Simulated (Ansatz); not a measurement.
CHBClN (`N#CBCl`). Charge 0, multiplicity 1.

Problem. What are the harmonic wavenumbers in cm⁻¹ at PBE0-D4/def2-TZVP (Ansatz, finite differences of forces, unscaled)? (Best estimate.)

Solution. Ansatz gave: 172, 283, 466, 800, 811, 936, 1146, 2346, 2704.

Problem. Is this a minimum?

Solution. Yes, all 9 modes are real.

Problem. Give the ideal-gas thermochemistry at 298.15 K and 1 bar (rigid rotor, harmonic oscillator; point group Cs, symmetry number 1).

Solution. Zero-point energy 57.8 kJ/mol; H(298) − E = 71.7 kJ/mol; entropy 287.2 J/(mol·K), of which translation 162.4, rotation 102.8, vibration 22.0; G(298) − E = -13.9 kJ/mol.

Problem. And at 400, 500, 600, 800 and 1000 K?

Solution. 
```
T (K)  H − E (kJ/mol)  S (J/mol/K)  G − E (kJ/mol)
  400            78.5        306.6           -44.2
  500            85.8        323.0           -75.7
  600            93.7        337.3          -108.7
  800           110.6        361.6          -178.7
 1000           128.6        381.7          -253.1
```
